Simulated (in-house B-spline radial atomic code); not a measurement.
**TDHF excitations of the oxygen ion O⁴⁺**

Method: TDHF. Computed with an all-electron radial atomic-structure program (B-spline basis): linear response of the closed shell [He] 2s2 with bare exchange (time-dependent Hartree-Fock); scalar-relativistic (spin-free one-electron X2C), finite nucleus, no spin-orbit coupling, no double excitations, S, P, D and F terms only.

Command:
```bash
python run_td.py task.json out
```
Settings (radii: box in bohr, nucleus in fm):
```
Z                        8
electrons                4
configuration            [He] 2s2
hamiltonian              x2c
method                   hf
box_radius               19.1
rms_radius               2.6991
intervals                73
```

Cost of the run: 0.3 s on 1 thread of Intel(R) Xeon(R) Platinum 8488C (Sapphire Rapids), with other jobs on the host.

The lowest states, in the order of their Tamm-Dancoff energies; the method's threshold (minus the highest occupied level) is 111.41 eV. Labels give the largest channel, * marks a mixed state, and oscillator strengths are full-response dipole values. Energies in eV:

| state | full response | Tamm-Dancoff | oscillator strength |
| --- | --- | --- | --- |
| 2s → 2p 3P | 5.420 | 7.750 | - |
| 2s → 2p 1P | 17.789 | 18.621 | 0.497 |
| 2s → 3s 3S | 65.63 | 65.66 | - |
| 2s → 3s 1S | 67.92 | 67.94 | - |
| 2s → 3p 3P | 70.01 | 70.02 | - |
| 2s → 3p 1P | ? | ? | ? |
| 2s → 3d 3D | 72.27 | 72.28 | - |
| 2s → 3d 1D | 73.75 | 73.76 | - |
| 2s → 4s 3S | 87.07 | 87.08 | - |
| 2s → 4s 1S | 87.77 | 87.78 | - |
| 2s → 4p 3P | 88.73 | 88.73 | - |
| 2s → 4p 1P | 88.99 | 88.99 | 0.121 |
| 2s → 4d 3D | 89.60 | 89.60 | - |
| 2s → 4f 3F | 90.10 | 90.10 | - |
| 2s → 4d 1D | 90.13 | 90.13 | - |
| 2s → 4f 1F | 90.16 | 90.16 | - |
| 2s → 5s 3S | ? | ? | - |
| 2s → 5s 1S | 96.60 | 96.60 | - |
| 2s → 5p 3P | 97.09 | 97.09 | - |

Where does 2s → 5s 3S lie?

At 96.28 eV in full response, 96.29 eV in Tamm-Dancoff.

Where does 2s → 3p 1P lie?

At 70.80 eV in full response, 70.81 eV in Tamm-Dancoff, oscillator strength 0.395.

How large is the singlet-triplet splitting of 2s → 2p (P terms) in Tamm-Dancoff?

10.9 eV, from the unrounded values.

What polarisabilities and dispersion coefficient does the method give?

Dipole 1.265 bohr³, quadrupole 0.4973 bohr⁵, C6 0.8813 hartree·bohr⁶ for two such species.
